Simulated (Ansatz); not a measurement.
Relaxation of CH7AlSSi (11 atoms, charge 0, multiplicity 1), to a largest force component of 0.015 eV/Å in at most 40 steps.

Level of theory: Ansatz, RKS B3LYP-D4/6-31G*.

```xyz
11
Properties=species:S:1:pos:R:3
C -0.804 2.076 -0.083
Al -0.023 0.516 -0.933
Si 0.741 -1.234 0.417
S 0.373 -0.857 2.436
H -0.848 1.996 0.991
H -0.274 3.041 -0.373
H -1.870 2.226 -0.450
H 0.145 0.436 -2.527
H 2.222 -1.477 0.163
H 0.038 -2.507 0.053
H 0.981 -2.018 2.897
```

**Question.** Where does it end, and by what steps?

**Answer.** The run converged. The force dipped under the threshold on the way, but the program's further checks kept it going. After 7 steps the energy has fallen by 0.254 eV; H11 moved furthest, 0.16 Å.

| step | energy less start (eV) | largest force component (eV/Å) | accepted |
| --- | --- | --- | --- |
| 0 | 0.0000 | 1.693 | yes |
| 1 | -0.2343 | 0.467 | yes |
| 2 | -0.2507 | 0.156 | yes |
| 3 | -0.2523 | 0.053 | yes |
| 4 | -0.2530 | 0.031 | yes |
| 5 | -0.2533 | 0.027 | yes |
| 6 | -0.2539 | 0.010 | yes |
| 7 | -0.2542 | 0.009 | yes |

```xyz
11
Properties=species:S:1:pos:R:3
C -0.837 2.120 -0.086
Al -0.033 0.567 -0.975
Si 0.800 -1.338 0.350
S 0.397 -0.822 2.431
H -0.836 2.038 1.006
H -0.305 3.043 -0.356
H -1.877 2.258 -0.412
H 0.093 0.503 -2.564
H 2.262 -1.596 0.172
H 0.129 -2.633 0.018
H 0.888 -1.942 3.008
```

Whether the end is a true minimum wasn't checked by a vibrational analysis.

Time of the run: 78 s on 1 thread of Arm Neoverse N1 (shared host), peak memory 0.18 GiB.
